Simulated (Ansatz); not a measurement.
`C=C1[CH2][AlH][NH]1` at its PBE0-D4/def2-TZVP geometry, where that method's forces vanish. Total charge 0; spin multiplicity 1.

```xyz
11

C    -1.5368    0.7685   -0.4585
C    -0.4248    0.1449   -0.0629
C     0.9972    0.4061   -0.5561
Al    1.4530   -1.0154    0.7061
N    -0.3175   -0.8817    0.8870
H    -1.4891    1.5500   -1.2043
H    -2.5087    0.5141   -0.0504
H     1.1064    0.2227   -1.6264
H     1.3277    1.4258   -0.3509
H     2.5502   -1.9304    1.3789
H    -1.1576   -1.2047    1.3375
```

(1) What forces (eV/Å) does ωB97M-V/def2-TZVPP give on these atoms in the Gaussian-basis code of Ansatz? (An estimate is asked.)

## Answers

(1) Ansatz gave: 
```
C1   0.017 -0.018  0.013
C2  -0.263  0.266 -0.207
C3   0.216  0.071 -0.103
Al4  0.115 -0.091  0.065
N5  -0.023 -0.246  0.236
H6   0.011 -0.054  0.049
H7   0.076  0.004 -0.016
H8  -0.018  0.013  0.088
H9  -0.036 -0.082 -0.013
H10 -0.123  0.113 -0.085
H11  0.028  0.023 -0.026
```
